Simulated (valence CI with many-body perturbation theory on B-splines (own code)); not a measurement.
**Energy levels of Rb²²⁺**

Calculated by relativistic CI+MBPT: five valence electrons over a frozen Dirac-Fock core [Ne], radial functions for each j: 11 s, 11 p, 10 d, 8 f, 5 g, 2 h, with the one-electron correlation potential Σ1 (screened to all orders), the two-electron term Σ2, the three-electron term Σ3, Breit, model QED; selected single and double excitations, second order for the rest, scaled by the run's own slope (own B-spline code, finite nucleus).

No measured levels were compared; by estimate levels of excited configurations hold to 0.05 to 0.15 % of their energy, terms of the ground configuration to about 0.5 %. Among the levels kept, up to 3400 cm⁻¹ of a level comes from second order outside the variational space, and about a tenth of that is noise between levels of different J, which matters for small intervals.

Levels 91 to 135 of 170, with energies above the lowest level, 3s²3p³ ⁴S°_3/2. "Leading %" is the weight of the configuration and term that name the level; weights of strongly mixed levels are sums over their largest components and can fall short. In the jj column 3d3/2^4 stands for four electrons in 3d with j = 3/2. Lifetimes count E1, E2, E3, M1 and M2 decay at the calculated energies, and are blank where another channel may lead or the interval is too uncertain; long ones can be off by a factor of two.

```
No.  Configuration  Term     J  E (cm⁻¹)  Leading %                     Leading jj   Second component  Lifetime
 91        3s3p³3d   ⁴D°   1/2   1580000         24        3s 3p3/2^3 3d3/2 (33 %)   19 % 3s3p³3d ²P°   5.91 ps
 92        3s3p³3d   ²F°   5/2   1589100         60  3s 3p1/2 3p3/2^2 3d5/2 (47 %)   6 % 3s²3p3d² ²F°   34.8 ps
 93       3s²3p3d²   ⁴G°   5/2   1594900         56      3s^2 3p1/2 3d3/2^2 (46 %)   8 % 3s²3p3d² ²F°   14.3 ps
 94        3s3p³3d   ⁴D°   7/2   1600600         44  3s 3p1/2 3p3/2^2 3d5/2 (38 %)   22 % 3s3p³3d ²F°   9.30 ps
 95        3s3p³3d   ²G°   9/2   1605500         52        3s 3p3/2^3 3d5/2 (38 %)  17 % 3s²3p3d² ²G°   20.8 ps
 96        3s3p³3d   ⁴D°   5/2   1613500         54  3s 3p1/2 3p3/2^2 3d3/2 (36 %)    6 % 3s3p³3d ²D°   6.50 ps
 97        3s3p³3d   ⁴D°   3/2   1614500         52  3s 3p1/2 3p3/2^2 3d3/2 (51 %)   12 % 3s3p³3d ²D°   5.71 ps
 98        3s3p³3d   ²P°   1/2   1618800         41  3s 3p1/2 3p3/2^2 3d5/2 (40 %)   21 % 3s3p³3d ⁴D°   7.24 ps
 99       3s²3p3d²   ⁴G°   7/2   1624900         54  3s^2 3p1/2 3d3/2 3d5/2 (49 %)    9 % 3s3p³3d ⁴D°   16.6 ps
100        3s3p³3d   ²D°   3/2   1633300         33  3s 3p1/2 3p3/2^2 3d5/2 (42 %)   11 % 3s3p³3d ⁴D°   7.93 ps
101        3s3p³3d   ⁴D°   1/2   1635700         53  3s 3p1/2 3p3/2^2 3d3/2 (45 %)   21 % 3s3p³3d ²P°   5.92 ps
102        3s3p³3d   ²F°   7/2   1648200         36        3s 3p3/2^3 3d5/2 (32 %)  21 % 3s²3p3d² ⁴G°   15.1 ps
103        3s3p³3d   ²F°   5/2   1651400         42  3s 3p1/2 3p3/2^2 3d5/2 (32 %)  21 % 3s²3p3d² ⁴G°   8.58 ps
104        3s3p³3d   ²D°   5/2   1659200         53        3s 3p3/2^3 3d3/2 (30 %)  10 % 3s²3p3d² ²D°   7.28 ps
105        3s3p³3d   ²D°   3/2   1663100         17  3s^2 3p1/2 3d3/2 3d5/2 (34 %)  13 % 3s²3p3d² ²D°   7.28 ps
106        3s3p³3d   ²S°   1/2   1664000         32      3s^2 3p1/2 3d3/2^2 (25 %)  31 % 3s²3p3d² ²S°   6.30 ps
107       3s²3p3d²   ⁴G°   9/2   1665100         76  3s^2 3p3/2 3d3/2 3d5/2 (37 %)    7 % 3s3p³3d ²G°   18.1 ps
108        3s3p³3d   ²F°   7/2   1673200         47        3s 3p3/2^3 3d3/2 (27 %)  25 % 3s²3p3d² ²F°   6.34 ps
109        3s3p³3d   ²P°   3/2   1682800         29  3s 3p1/2 3p3/2^2 3d5/2 (22 %)  26 % 3s²3p3d² ²P°   4.91 ps
110        3s3p³3d   ²F°   5/2   1689000         35        3s 3p3/2^3 3d3/2 (23 %)   12 % 3s3p³3d ²D°   6.66 ps
111       3s²3p3d²   ⁴D°   1/2   1698200         73  3s^2 3p1/2 3d3/2 3d5/2 (42 %)    6 % 3s3p³3d ⁴D°   8.28 ps
112        3s3p³3d   ²P°   3/2   1701400         63        3s 3p3/2^3 3d5/2 (39 %)    9 % 3s3p³3d ²D°   9.12 ps
113        3s3p³3d   ²F°   5/2   1704900         23  3s^2 3p1/2 3d3/2 3d5/2 (30 %)   19 % 3s3p³3d ²D°   6.49 ps
114       3s²3p3d²   ⁴D°   3/2   1716200         53  3s^2 3p1/2 3d3/2 3d5/2 (35 %)    7 % 3s3p³3d ²P°   8.46 ps
115       3s²3p3d²   ⁴G°  11/2   1716300         93      3s^2 3p3/2 3d5/2^2 (69 %)    4 % 3s3p³3d ⁴G°   22.8 ps
116       3s²3p3d²   ⁴F°   3/2   1729600         64      3s^2 3p1/2 3d3/2^2 (43 %)    7 % 3s3p³3d ⁴F°   4.71 ps
117       3s²3p3d²   ²H°   9/2   1733100         80  3s^2 3p1/2 3d3/2 3d5/2 (64 %)    7 % 3s3p³3d ²G°   14.6 ps
118       3s²3p3d²   ⁴F°   7/2   1735300         35      3s^2 3p1/2 3d5/2^2 (37 %)  28 % 3s²3p3d² ⁴D°   5.85 ps
119       3s²3p3d²   ⁴F°   5/2   1736600         29  3s^2 3p1/2 3d3/2 3d5/2 (31 %)   19 % 3s3p³3d ²D°   6.62 ps
120       3s²3p3d²   ⁴P°   1/2   1737600         43  3s^2 3p3/2 3d3/2 3d5/2 (19 %)  14 % 3s²3p3d² ²P°   5.52 ps
121        3s3p³3d   ²F°   7/2   1738500         57        3s 3p3/2^3 3d5/2 (45 %)   14 % 3s3p³3d ⁴D°   7.90 ps
122       3s²3p3d²   ²F°   5/2   1744900         41      3s^2 3p1/2 3d5/2^2 (43 %)   22 % 3s3p³3d ²F°   6.95 ps
123       3s²3p3d²   ⁴D°   5/2   1750300         32  3s^2 3p1/2 3d3/2 3d5/2 (27 %)  31 % 3s²3p3d² ⁴F°   5.78 ps
124       3s²3p3d²   ²P°   1/2   1757400         21      3s^2 3p3/2 3d5/2^2 (23 %)  19 % 3s²3p3d² ⁴P°   5.27 ps
125       3s²3p3d²   ⁴P°   3/2   1759000         57  3s^2 3p1/2 3d3/2 3d5/2 (41 %)   8 % 3s²3p3d² ⁴D°   6.37 ps
126        3s3p³3d   ²P°   3/2   1774200         40  3s^2 3p3/2 3d3/2 3d5/2 (19 %)  16 % 3s²3p3d² ²D°   5.48 ps
127       3s²3p3d²   ²G°   7/2   1780800         34  3s^2 3p3/2 3d3/2 3d5/2 (32 %)  13 % 3s²3p3d² ⁴F°   5.89 ps
128       3s²3p3d²   ⁴F°   9/2   1781600         65  3s^2 3p3/2 3d3/2 3d5/2 (54 %)   8 % 3s²3p3d² ²G°   5.65 ps
129        3s3p³3d   ²P°   1/2   1789400         58  3s 3p1/2 3p3/2^2 3d3/2 (23 %)  12 % 3s²3p3d² ²P°   5.21 ps
130        3s3p³3d   ²D°   3/2   1792400         34        3s 3p3/2^3 3d3/2 (22 %)  20 % 3s²3p3d² ²D°   4.88 ps
131       3s²3p3d²   ⁴F°   7/2   1796000         27  3s^2 3p3/2 3d3/2 3d5/2 (50 %)  16 % 3s²3p3d² ²G°   5.99 ps
132        3s3p³3d   ²D°   5/2   1803300         25  3s^2 3p3/2 3d3/2 3d5/2 (45 %)  24 % 3s²3p3d² ⁴P°   5.28 ps
133       3s²3p3d²   ²F°   7/2   1809000         33      3s^2 3p3/2 3d5/2^2 (62 %)  32 % 3s²3p3d² ⁴D°   7.48 ps
134       3s²3p3d²   ⁴P°   5/2   1815300         35  3s^2 3p3/2 3d3/2 3d5/2 (35 %)   16 % 3s3p³3d ²D°   5.27 ps
135       3s²3p3d²   ²H°  11/2   1824600         97  3s^2 3p3/2 3d3/2 3d5/2 (72 %)                      16.8 ps
```

Names give the largest LS component (configuration and term), which can be under half, so a name can repeat, a term be missing and a line seem to break the LS rules; names also repeat where a configuration has a term twice.

Where two levels of one J and parity lie close, their mixing, g and order are uncertain.
